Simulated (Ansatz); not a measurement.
Spectroscopic constants of SiP-, closed-shell singlet (lowest of 2S+1 = 1, 3, 5 at CCSD(T)/def2-TZVPP on PBE0 minima; our sources give no spin for the ground state, which may be another).

The constants come from a fifth-degree fit in 1/R (seven points, main isotopes). Runs in def2 and cc sets follow the lowest solution found near the PBE0 minimum. The singlet is held restricted.

Cores are frozen in the correlated methods.

Run with Ansatz (a program for electronic structure) with Gaussian orbitals. 

Energies at CCSD/aug-cc-pV(Q+d)Z:

| R (Å) | E (hartree) |
|---|---|
| 1.861649 | -629.97468757 |
| 1.911693 | -629.98224549 |
| 1.957734 | -629.98597700 |
| 2.009780 | -629.98715628 |
| 2.061826 | -629.98572261 |
| 2.121879 | -629.98151178 |
| 2.191941 | -629.97397823 |

Q: With a reduced mass of 14.6996 u, find the minimum, the force constant and the constants.

A: A fifth-degree polynomial in 1/R puts the minimum at r_e = 2.0053 Å with force constant 427 N/m. Then ω_e = (1/2πc)√(k/μ) = 702 cm⁻¹ and B_e = h/(8π²cμr_e²) = 0.2852 cm⁻¹; the cubic and quartic terms give α_e = 0.0013 and ω_e x_e = 2.2 cm⁻¹.

Doubts at one or more of the structures used: a restricted determinant that unrestricted orbitals would lower (CCSD/aug-cc-pV(Q+d)Z).
